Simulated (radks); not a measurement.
Spherical jellium clusters: N electrons in a uniform positive sphere of charge N and radius rs N^(1/3), rs = 2.23 bohr. Calculated with a radial shooting solver with Libxc functionals: non-relativistic Kohn-Sham, LDA (Slater exchange, Perdew-Wang correlation), spin-polarised, spherical densities. Levels are named by radial order and angular momentum (1s, 1p, 1d, 2s, ...), and open shells are averaged over m.

N = 34, configuration 1s2 1p6 1d10 2s2 1f14. This is the lowest configuration that the search found. Occupied and some empty levels:

level,occupation,eigenvalue (eV),<r> (bohr)
1s,2,-11.647,3.909
1p,6,-9.3589,4.971
1d,10,-6.8444,5.710
2s,2,-6.4437,4.996
1f,14,-4.1089,6.361
2p,0,-3.4353,6.059
1g,0,-1.2507,7.141
2d,0,-0.91270,8.322

Energy (eV): total -24.2421, kinetic 172.47, external -5085.4, Hartree 2480.1, exchange-correlation -203.92, background 2612.5. Static polarisability (adiabatic kernel): 581.0 bohr^3, against R^3 = 377.0 for a classical metal sphere.
